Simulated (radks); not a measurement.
Spherical jellium clusters: N electrons in a uniform positive sphere of charge N and radius rs N^(1/3), rs = 4.79 bohr. Method: non-relativistic Kohn-Sham, PBE, spin-polarised, spherical densities; computed with a radial shooting solver with Libxc functionals. Levels are named by radial order and angular momentum (1s, 1p, 1d, 2s, ...), and open shells are averaged over m.

N = 7, configuration 1s2 1p(up 3, down 2). This is the lowest configuration that the search found. Occupied and some empty levels:

level,occupation,eigenvalue (eV),<r> (bohr)
1s up,1,-3.6949,6.237
1s down,1,-3.5695,6.094
1p up,3,-2.7889,7.390
1p down,2,-2.6207,7.375
1d up,0,-1.6507,8.500
1d down,0,-1.4795,8.570
2s up,0,-1.1560,8.547
2s down,0,-1.1017,8.530
1f up,0,-0.43331,10.12
1f down,0,-0.28772,10.42

Energy (eV): total -12.3697, kinetic 8.8181, external -172.16, Hartree 85.178, exchange-correlation -21.520, background 87.310.
